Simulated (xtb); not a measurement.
Tl (SMILES [Tl]), doublet (GFN-xTB shapes and energies of metal compounds can be far from the true ones), atoms displaced at random by about 0.06 Å a coordinate; GFN2-xTB (xtb).

xtb was given this input:
```
$ xtb mol.xyz --gfn 2 --chrg 0 --uhf 1 --opt --json

# file mol.xyz
1

Tl     0.05006596     0.02361335     0.02080568
```

It wrote (shortened):

```
   ID    Z sym.   atoms
    1   81 Tl     1

           -------------------------------------------------
          |                Calculation Setup                |
           -------------------------------------------------

           -------------------------------------------------
          |                 G F N 2 - x T B                 |
           -------------------------------------------------

          ...................................................
          :                      SETUP                      :
          :.................................................:
          :  # basis functions                   4          :
          :  # atomic orbitals                   4          :
          :  # shells                            2          :
          :  # electrons                         3          :
          :  max. iterations                   250          :
          :  Hamiltonian                  GFN2-xTB          :
          :  restarted?                      false          :
          :  GBSA solvation                  false          :
          :  PC potential                    false          :
          :  electronic temp.          300.0000000     K    :
          :  accuracy                    1.0000000          :
          :  -> integral cutoff          0.2500000E+02      :
          :  -> integral neglect         0.1000000E-07      :
          :  -> SCF convergence          0.1000000E-05 Eh   :
          :  -> wf. convergence          0.1000000E-03 e    :
          :  Broyden damping             0.4000000          :
          :  net charge                          0          :
          :  unpaired electrons                  1          :
          ...................................................

 iter      E             dE          RMSdq      gap      omega  full diag
   1     -1.4386851 -0.143869E+01  0.428E-10    0.00       0.0  T
   2     -1.4386851  0.133227E-14  0.336E-10    0.00       0.0  T
   3     -1.4386851 -0.666134E-15  0.265E-10    0.00       0.0  T

   *** convergence criteria satisfied after 3 iterations ***

         :::::::::::::::::::::::::::::::::::::::::::::::::::::
         ::                     SUMMARY                     ::
         :::::::::::::::::::::::::::::::::::::::::::::::::::::
         :: total energy              -1.438685144905 Eh    ::
         :: gradient norm              0.000000000000 Eh/a0 ::
         :: HOMO-LUMO gap              0.000000000000 eV    ::
         ::.................................................::
         :: SCC energy                -1.438685144905 Eh    ::
         :: -> isotropic ES            0.000000000000 Eh    ::
         :: -> anisotropic ES          0.000000000000 Eh    ::
         :: -> anisotropic XC          0.000000000000 Eh    ::
         :: -> dispersion              0.000000000000 Eh    ::
         :: repulsion energy           0.000000000000 Eh    ::
         :: add. restraining           0.000000000000 Eh    ::
         :: total charge              -0.000000000000 e     ::
         :::::::::::::::::::::::::::::::::::::::::::::::::::::

      -----------------------------------------------------------
     |                   =====================                   |
     |                        A N C O P T                        |
     |                   =====================                   |
     |               Approximate Normal Coordinate               |
     |                Rational Function Optimizer                |
      -----------------------------------------------------------
      -----------------------------------------------------------
     |                   =====================                   |
     |                        A N C O P T                        |
     |                   =====================                   |
     |               Approximate Normal Coordinate               |
     |                Rational Function Optimizer                |
      -----------------------------------------------------------
================
 final structure:
================
1
 xtb: 6.7.1 (edcfbbe)
Tl           0.05006596000000        0.02361335000000        0.02080568000000

 Bond Distances (Angstroems)
 ---------------------------

 selected bond angles (degree)
 --------------------

 selected dihedral angles (degree)
 ---------------------------------

           -------------------------------------------------
          |                Final Singlepoint                |
           -------------------------------------------------

          ...................................................
          :                      SETUP                      :
          :.................................................:
          :  # basis functions                   4          :
          :  # atomic orbitals                   4          :
          :  # shells                            2          :
          :  # electrons                         3          :
          :  max. iterations                   250          :
          :  Hamiltonian                  GFN2-xTB          :
          :  restarted?                      false          :
          :  GBSA solvation                  false          :
          :  PC potential                    false          :
          :  electronic temp.          300.0000000     K    :
          :  accuracy                    1.0000000          :
          :  -> integral cutoff          0.2500000E+02      :
          :  -> integral neglect         0.1000000E-07      :
          :  -> SCF convergence          0.1000000E-05 Eh   :
          :  -> wf. convergence          0.1000000E-03 e    :
          :  Broyden damping             0.4000000          :
          :  net charge                          0          :
          :  unpaired electrons                  1          :
          ...................................................

 iter      E             dE          RMSdq      gap      omega  full diag
   1     -1.4386851 -0.143869E+01  0.245E-10    0.00       0.0  T
   2     -1.4386851  0.666134E-15  0.274E-10    0.00       0.0  T
   3     -1.4386851  0.888178E-15  0.369E-10    0.00       0.0  T

   *** convergence criteria satisfied after 3 iterations ***

         :::::::::::::::::::::::::::::::::::::::::::::::::::::
         ::                     SUMMARY                     ::
         :::::::::::::::::::::::::::::::::::::::::::::::::::::
         :: total energy              -1.438685144905 Eh    ::
         :: gradient norm              0.000000000000 Eh/a0 ::
         :: HOMO-LUMO gap              0.000000000000 eV    ::
         ::.................................................::
         :: SCC energy                -1.438685144905 Eh    ::
         :: -> isotropic ES            0.000000000000 Eh    ::
         :: -> anisotropic ES          0.000000000000 Eh    ::
         :: -> anisotropic XC          0.000000000000 Eh    ::
         :: -> dispersion              0.000000000000 Eh    ::
         :: repulsion energy           0.000000000000 Eh    ::
         :: add. restraining           0.000000000000 Eh    ::
         :: total charge              -0.000000000000 e     ::
         :::::::::::::::::::::::::::::::::::::::::::::::::::::

           -------------------------------------------------
          |                Property Printout                |
           -------------------------------------------------

    * Orbital Energies and Occupations

         #    Occupation            Energy/Eh            Energy/eV
      -------------------------------------------------------------
         1        2.0000           -0.6364738             -17.3193
         2        0.3333           -0.1639234              -4.4606 (HOMO)
         3        0.3333           -0.1639234              -4.4606 (LUMO)
         4        0.3333           -0.1639234              -4.4606
      -------------------------------------------------------------
                  HL-Gap            0.0000000 Eh            0.0000 eV
             Fermi-level           -0.2823903 Eh           -7.6842 eV

     #   Z          covCN         q      C6AA      α(0)
     1  81 Tl       0.000    -0.000   811.486    75.434

 Mol. C6AA /au·bohr⁶  :        811.486208
 Mol. C8AA /au·bohr⁸  :     148029.204139
 Mol. α(0) /au        :         75.433952

Wiberg/Mayer (AO) data.
largest (>0.10) Wiberg bond orders for each atom

 ---------------------------------------------------------------------------
     #   Z sym  total        # sym  WBO       # sym  WBO       # sym  WBO
 ---------------------------------------------------------------------------
     1  81 Tl   0.000
 ---------------------------------------------------------------------------

molecular dipole:
                 x           y           z       tot (Debye)
 q only:       -0.000      -0.000      -0.000
   full:       -0.000      -0.000      -0.000       0.000
molecular quadrupole (traceless):
                xx          xy          yy          xz          yz          zz
 q only:       -0.000      -0.000       0.000      -0.000      -0.000       0.000
  q+dip:       -0.000      -0.000       0.000      -0.000      -0.000       0.000
   full:        0.000       0.000      -0.000       0.000       0.000      -0.000

optimized geometry written to: xtbopt.xyz

           -------------------------------------------------
          | TOTAL ENERGY               -1.438685144905 Eh   |
          | GRADIENT NORM               0.000000000000 Eh/α |
          | HOMO-LUMO GAP               0.000000000000 eV   |
           -------------------------------------------------

normal termination of xtb
```
